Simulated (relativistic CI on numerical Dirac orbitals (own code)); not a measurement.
# Au XXX: sensitivity of the levels to the model

Base calculation: Dirac-Coulomb-Breit CI, separate exchange-only KLI orbitals for each configuration, QED by a radiative potential, unscaled Slater integrals.

Configurations in the expansion (outside the closed core [Ar] 3d10 4p6): 4s2 4d10 4f4, 4s2 4d10 4f3 5s, 4s2 4d10 4f2 5s2, 4s2 4d10 4f3 5p, 4s2 4d10 4f2 5s 5p, 4s2 4d10 4f3 5d, 4s2 4d10 4f2 5p2, 4s2 4d10 4f2 5s 5d, 4s 4d10 4f5, 4s2 4d9 4f3 5s2, 4s2 4d10 4f3 5f, 4s2 4d10 4f3 6s, 4s2 4d10 4f3 6p. Levels of other configurations are missing.

Variants: (1) valence Slater integrals scaled by 0.9; (2) configuration mixing switched off; (3) one mean potential for all configurations. Shifts of the energy above 4s2 4d10 4f4 5I_4, in cm⁻¹, for the lowest level and the first level of each name with at least 55 % of one term (blank where a level changes its place among those of its configuration and J or its character, or is not in the variant):

| Level | Base | Δ(1) | Δ(2) | Δ(3) |
| --- | --- | --- | --- | --- |
| 4s2 4d10 4f4 5I_4 | 0.0 | 0.0 | 0.0 | 0.0 |
| 4s2 4d10 4f4 5I_5 | 24467.8 | +904.3 | -13.0 | -289.4 |
| 4s2 4d10 4f4 5I_6 | 42972.9 | +436.8 | -13.0 | -430.6 |
| 4s2 4d10 4f4 5I_7 | 55620.3 | -965.5 | -12.1 | -445.8 |
| 4s2 4d10 4f4 5F_1 | 57770.6 | -2769.0 | -16.0 | -244.3 |
| 4s2 4d10 4f4 3K_6 | 80243.4 | -2528.5 | -6.8 | -492.0 |
| 4s2 4d10 4f4 5F_4 | 91456.0 | -3235.3 | +10.6 | -519.8 |
| 4s2 4d10 4f4 5G_4 | 105009.4 | -4179.2 | +5.0 | -547.7 |
| 4s2 4d10 4f4 3P_1 | 114664.3 | -4748.2 | +7.5 | -582.2 |
| 4s2 4d10 4f4 3L_8 | 118472.1 | -5030.5 | -35.0 | -643.6 |
| 4s2 4d10 4f4 3M_9 | 119316.5 | -5384.7 | -24.7 | -626.0 |
| 4s2 4d10 4f4 3P_0 | 125497.9 | -5689.2 | -15.3 | -594.6 |
| 4s2 4d10 4f4 5D_1 | 126158.7 | -8873.8 | +12.7 | -310.6 |
| 4s2 4d10 4f4 3I_7 | 138633.6 | -7085.5 | -26.5 | -632.7 |

At this charge energies of transitions that change n are usually good to better than 1 %, and those within a shell (Δn = 0) to a few per cent. Terms inside the open d or f shell come out 10 to 20 % too wide with unscaled integrals.

Ionisation energy from the two ground configurations alone: base 1024.19 eV; valence Slater integrals scaled by 0.9 1023.87 eV. The NIST ASD value (theoretical) is 1040 eV.

LS names give the leading component of a level, which can be under half, so a name can repeat, a term be missing and a line seem to break the LS rules.
